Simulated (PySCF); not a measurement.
Hg(Cl)2 anion (Cl2Hg), SMILES [Cl][Hg][Cl] (connectivity only; charge and spin as stated), charge -1, multiplicity 2. Atoms are numbered in the order given.

```xyz
3

Hg     0.0000     0.0000     0.0742
Cl     0.0000    -2.6861    -0.1745
Cl     0.0000     2.6861    -0.1745
```
Charge -1, spin multiplicity 2.

Geometry: PBE-D3(BJ)/def2-SVPD. The spin state was assumed, not searched. The isomer is the one that the SMILES or the coordinates give; other isomers of the formula were not compared. The def2 effective core potentials stand for the cores of Hg; spin–orbit coupling is left out.

These are IEF-PCM-PBE0/def2-SVPD (PySCF) values and carry that method's errors.

The values are the electrostatic part of the solvation free energy, E(continuum) − E(gas) at the gas-phase geometry, in a cavity of scaled van der Waals radii (PySCF's table); cavitation and dispersion terms are not included. A continuum can't describe solvent molecules that bind to the metal.

```json
[
 {"solvent": "water", "ε": "78.36", "ΔG(elec) (kcal/mol)": "-53.8"},
 {"solvent": "ethanol", "ε": "24.85", "ΔG(elec) (kcal/mol)": "-52.2"},
 {"solvent": "ethylethanoate", "ε": "5.99", "ΔG(elec) (kcal/mol)": "[?]"}
]
```

**Question.** Complete the blanks. (An estimate is asked for; the answer gives what the named calculation found.)

**Answer.** 
- ethylethanoate, ΔG(elec) (kcal/mol): -44.8
